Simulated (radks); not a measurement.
Question: C4+, configuration 1s1.75 2p0.25 (fractional occupations, a model configuration). Method: non-relativistic Kohn-Sham, PBE, spin-polarised, spherical densities, point nucleus; open shells are filled with parallel spins first; computed with a radial shooting solver on a logarithmic mesh with Libxc functionals. Some entries of the table are withheld. Estimate them.

orbital  occ.  eigenvalue (eV)  <r> (bohr)
1s up       1              (1)      0.2643
1s down  0.75              (2)      0.2652
2s up       0         -74.9933       1.184
2p up    0.25         -68.4520       1.061
3d up       0              (3)         (4)

Answer: 
(1) 1s up eigenvalue (eV): -373.1259
(2) 1s down eigenvalue (eV): -368.0235
(3) 3d up eigenvalue (eV): -27.7886
(4) 3d up <r> (bohr): 2.325
